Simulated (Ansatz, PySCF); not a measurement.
This triplet is an excited state, 0.88 eV above the relaxed singlet at the level frozen-core CCSD(T)/cc-pVTZ // B3LYP-D3(BJ)/def2-TZVP (Ansatz, a quantum-chemistry and plane-wave program).

B3LYP has the VWN-RPA correlation part, as in Gaussian. 

Z-matrix (Å, degrees):
```
Si
C 1 1.8923
O 2 1.2193 1 118.51
H 2 1.1036 3 121.78 1 180.00
C 1 1.8926 2 112.54 4 -179.91
H 5 1.0910 1 110.89 2 122.86
H 5 1.0913 6 108.21 1 -121.87
H 5 1.0913 6 109.16 7 -118.59
```
Charge 0, spin multiplicity 3.

What is the computed highest occupied spin orbital, dipole moment and total energy (B3LYP-D3(BJ)/def2-TZVP run with PySCF)?


The highest occupied spin orbital is -5.43 eV. The dipole moment is 1.98 D. The total energy comes out as -443.3404 Ha.
